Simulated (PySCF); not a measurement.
silane (H4Si), singlet, geometry from GFN2-xTB. Base run: R2SCAN/pcseg-1 in PySCF.

Here is a job for PySCF.
```python
from pyscf import gto, scf, dft

mol = gto.Mole()
mol.atom = '''
    Si   -0.00000000    0.00000000   -0.00000000
    H     0.85687118    0.83207387    0.84090169
    H    -0.85685565   -0.82713035    0.84578045
    H    -0.82961346    0.85438800   -0.84584481
    H     0.82959793   -0.85933152   -0.84083733
'''
mol.basis = 'pcseg-1'
mol.verbose = 4
mol.build()

mf = dft.RKS(mol)
mf.xc = 'r2scan'
mf.kernel()
mf.analyze()
```

The base run was repeated with changes; each row names its change, and settings that it needs were set with it.

```json
[
 {"change": "base", "ΔE vs base (µEh)": "0.0", "grid points": "58416", "electrons on the grid": "18.00000"},
 {"change": "grids.becke_scheme = stratmann", "ΔE vs base (µEh)": "0.1", "grid points": "58416", "electrons on the grid": "18.00000"},
 {"change": "grids.level = 4", "ΔE vs base (µEh)": "-24.2", "grid points": "91752", "electrons on the grid": "18.00000"},
 {"change": "grids.prune = dft.gen_grid.sg1_prune", "ΔE vs base (µEh)": "11.8", "grid points": "23640", "electrons on the grid": "18.00000"},
 {"change": "grids.level = 2", "ΔE vs base (µEh)": "42.1", "grid points": "33416", "electrons on the grid": "18.00000"},
 {"change": "grids.atom_grid = (75, 302)", "ΔE vs base (µEh)": "-5.7", "grid points": "73224", "electrons on the grid": "18.00000"},
 {"change": "grids.prune = off", "ΔE vs base (µEh)": "0.1", "grid points": "95120", "electrons on the grid": "18.00000"},
 {"change": "grids.atom_grid = (50, 194)", "ΔE vs base (µEh)": "-217", "grid points": "33120", "electrons on the grid": "18.00002"},
 {"change": "grids.atom_grid = (150, 974)", "ΔE vs base (µEh)": "-12.8", "grid points": "407944", "electrons on the grid": "18.00000"},
 {"change": "grids.atom_grid = (30, 110)", "ΔE vs base (µEh)": "710", "grid points": "12352", "electrons on the grid": "18.00071"},
 {"change": "grids.radi_method = delley", "ΔE vs base (µEh)": "-9.0", "grid points": "63144", "electrons on the grid": "18.00000"}
]
```
